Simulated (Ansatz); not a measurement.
`[CH3][Ti]([F])([F])[F]` + HBr → `[F][Ti]([F])([F])[Br]` + CH₄ at 600 K and 1 bar (ligand exchange at a Ti–C bond).

Isolated molecules relaxed with PBE0-D4/def2-TZVP in Ansatz; ΔE leaves out vibrations. CBS: MP2 limit from def2 TZ/QZ plus the TZ coupled-cluster correction, frozen cores. This one scheme is used for every species. For Br, Ti outer-core shells are correlated without core-valence functions, which leaves a few kJ/mol of doubt a bond. Scalar relativity is left out up to krypton.

```csv
species,CCSD(T)/CBS energy (Eh),H − E (kJ/mol),S (J/(mol·K))
`[CH3][Ti]([F])([F])[F]`,-1188.36791,168.3,427.0
HBr,-2573.91920,33.5,219.1
`[F][Ti]([F])([F])[Br]`,-3721.88725,69.8,407.4
CH₄,-40.46206,140.4,215.7
```

H − E and S are ideal-gas, rigid-rotor, harmonic terms from PBE0-D4/def2-TZVP. 1 Eh = 2625.50 kJ/mol, R = 8.31446 J/(mol·K).

Problem. By hand: ΔE, ΔH, ΔS and ΔG.

Solution. ΔE = (-3721.88725) + (-40.46206) − (-1188.36791) − (-2573.91920) = -0.06220 Eh = -163.3 kJ/mol. Δ(H − E) = 69.8 + 140.4 − 168.3 − 33.5 = 8.4, so ΔH = -154.9 kJ/mol. ΔS = 407.4 + 215.7 − 427.0 − 219.1 = -23.0 J/(mol·K). ΔG = -154.9 − 600 × (-23.0)/1000 = -141.1 kJ/mol.

Problem. By hand: the equilibrium constant, and the temperature at which ΔG would vanish if ΔH and ΔS stayed fixed.

Solution. log₁₀ K = −ΔG/(RT ln 10) = 12.3. ΔG = 0 at ΔH/ΔS = 6735 K, far beyond where these terms or the molecules hold.

ΔH outweighs TΔS. A doubt of 5 kJ/mol in ΔE shifts log₁₀ K by 0.4 here. These are equilibria of isolated gas molecules and say nothing of rates. Largest T1 diagnostic: 0.022 (customary marks: 0.02 for closed shells, 0.045 for open ones).
